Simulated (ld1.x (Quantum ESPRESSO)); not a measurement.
# C, TM: configuration errors across variants

* Element: C (Z = 6)
* Generator: ld1.x (Quantum ESPRESSO) 7.5
* Type: norm-conserving Troullier–Martins (Kleinman–Bylander form)
* Functional: PBE
* Relativity: scalar-relativistic
* Frozen core: [He]
* Valence charge: 4
* Reference configuration: 2s2 2p0.5 (charge +1.5)
* Partial waves: 2p (bound): rc 1.55 bohr; 2s (bound): rc 0.85 bohr
* Local potential: the s channel
* Core correction: none

All-electron excitation energies from the reference (eV): (1) 2s2 2p2 -21.093; (2) 2s2 2p1 -10.232; (3) 2s2 2p0 13.924; (4) 2s1 2p2 -1.478; (5) 2s1 2p0 62.119; (6) 2s2 2p1.5 -17.130; (7) 2s2 2p2.3 -22.252.

Errors AE − PS in meV (a dash: test not solved or not reliable):

```csv
change,(1),(2),(3),(4),(5),(6),(7),bound ghosts
base,+65,+16,+33,+85,+160,+43,+72,none
wave 2p (bound): rc 1.55 bohr becomes 2p (bound): rc 1.24 bohr,+53,+14,+29,+74,+143,+36,+59,none
wave 2p (bound): rc 1.55 bohr becomes 2p (bound): rc 1.48 bohr,+61,+15,+32,+83,+154,+41,+68,none
wave 2p (bound): rc 1.55 bohr becomes 2p (bound): rc 1.62 bohr,+69,+17,+34,+88,+167,+46,+77,none
wave 2p (bound): rc 1.55 bohr becomes 2p (bound): rc 1.86 bohr,+87,+21,+41,+98,+192,+58,+96,none
wave 2p (bound): rc 1.55 bohr becomes 2p (bound): rc 2.12 bohr,+131,+31,+56,+123,+248,+86,+146,none
wave 2p (bound): rc 1.55 bohr becomes 2p (bound): rc 2.30 bohr,+168,+38,+68,+144,+289,+109,+188,none
```

Task: Give the same row for: wave 2p (bound): rc 1.55 bohr becomes 2p (bound): rc 1.06 bohr.

Result: +49, +13, +28, +67, +138, +33, +54; bound ghosts: none.
